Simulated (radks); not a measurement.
Task: Ir XIII, 65 electrons, occupied as [Kr] 4d10 4f14 5s2 5p3 (the NIST ground configuration). Calculated with a radial shooting solver on a logarithmic mesh with Libxc functionals: scalar-relativistic Kohn-Sham, SCAN, spin-polarised, spherical densities, finite nucleus; open shells are filled with parallel spins first (spin-orbit coupling, left out, can overturn this in heavy ions); meta-GGA in the generalised Kohn-Sham scheme; Fermi nuclear charge, rms radius 5.4032 fm. Some entries of the table are withheld. Estimate them.

| orbital | occ. | eigenvalue (hartree) | <1/r> (bohr^-1) | r(max) (bohr) |
|---|---|---|---|---|
| 1s up | 1 | -2808.424 | 92.16 | 0.01082 |
| 1s down | 1 | -2808.407 | 92.16 | 0.01082 |
| 2s up | 1 | -499.0623 | 21.61 | 0.06224 |
| 2s down | 1 | -499.0520 | 21.61 | 0.06224 |
| 2p up | 3 | -434.5667 | 19.36 | 0.05138 |
| 2p down | 3 | -434.5502 | 19.36 | 0.05138 |
| 3s up | 1 | -123.3179 | 8.019 | 0.1754 |
| 3s down | 1 | -123.3076 | 8.018 | 0.1754 |
| 3p up | 3 | -104.3436 | 7.346 | 0.1743 |
| 3p down | 3 | -104.3301 | 7.345 | 0.1743 |
| 3d up | 5 | -83.42086 | 6.917 | 0.1422 |
| 3d down | 5 | -83.40436 | 6.917 | 0.1422 |
| 4s up | 1 | -32.78696 | 3.420 | 0.3971 |
| 4s down | 1 | -32.76901 | 3.416 | 0.3974 |
| 4p up | 3 | -26.52601 | 3.102 | 0.4170 |
| 4p down | 3 | -26.51079 | 3.099 | 0.4173 |
| 4d up | 5 | -18.80613 | 2.776 | 0.4256 |
| 4d down | 5 | -18.78161 | 2.779 | 0.4259 |
| 5s up | 1 | -11.21281 | (1) | 0.8699 |
| 5s down | 1 | -10.98098 | (2) | 0.8626 |
| 4f up | 7 | -10.22850 | 2.358 | (3) |
| 4f down | 7 | -10.18065 | 2.370 | (4) |
| 5p up | 3 | -9.37685 | 1.311 | 0.9562 |

Result: 
(1) 5s up <1/r> (bohr^-1): 1.461
(2) 5s down <1/r> (bohr^-1): 1.478
(3) 4f up r(max) (bohr): 0.3936
(4) 4f down r(max) (bohr): 0.3933
